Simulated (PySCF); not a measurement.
## Working out the ionisation energy of Zr

Zr [Kr] 4d2 5s2 (3F) → Zr⁺ [Kr] 4d2 5s1 (4F). Calculation: PySCF 2.14, in x2c-SVPall (6s5p5d1f, 53 functions); scalar relativity by spin-free X2C-1e. Frozen: [Kr]. Energies in hartree (1 hartree = 27.21139 eV):

| part | Zr (lower) | Zr⁺ (upper) |
| --- | --- | --- |
| UHF | -3595.858896 | -3595.667447 |
| MP2 opposite-spin | -0.028199 | 0.000000 |
| MP2 same-spin | -0.008457 | -0.008473 |

Q: What does Hartree-Fock give?

A: (-3595.667447) − (-3595.858896) = 0.191449 hartree = 5.210 eV.

Q: What do MP2 and SCS-MP2 (6/5 opposite-spin, 1/3 same-spin) give?

A: The opposite-spin parts differ by 0.767 eV and the same-spin parts by 0.000 eV. MP2: 5.210 + (0.767) + (0.000) = 5.977 eV. SCS-MP2: 5.210 + 1.2 × (0.767) + (0.000)/3 = 6.130 eV.

Measured between the centres of the two terms (NIST): 6.639 eV, so MP2 (valence) is off by -0.662 eV.

A double-zeta basis recovers only part of the correlation energy.

What remains against the reference includes basis incompleteness, the frozen core and correlation beyond second order.
